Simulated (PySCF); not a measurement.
AlFH2.

```xyz
4

Al     0.0000     0.0000     0.5617
H      0.0000     1.4011     1.2773
H      0.0000    -1.4011     1.2773
F      0.0000     0.0000    -1.0951
```

Coordinates come from a TPSSh-D3(BJ)/def2-TZVP optimisation.

The numbers are results of KT2/pcSseg-2 (PySCF), not measurements. Non-relativistic, no solvent.

Give the absolute GIAO shielding of each atom: isotropic value and principal components (ppm). (The exact figures need the calculation; the answer reports its results.)


```tsv
atom	σ(iso)	σ11	σ22	σ33	span
Al1	375.6	294.5	358.7	473.6	179.1
H2	26.4	23.5	24.4	31.3	7.8
H3	26.4	23.5	24.4	31.3	7.8
F4	283.9	146.4	328.8	376.4	229.9
```
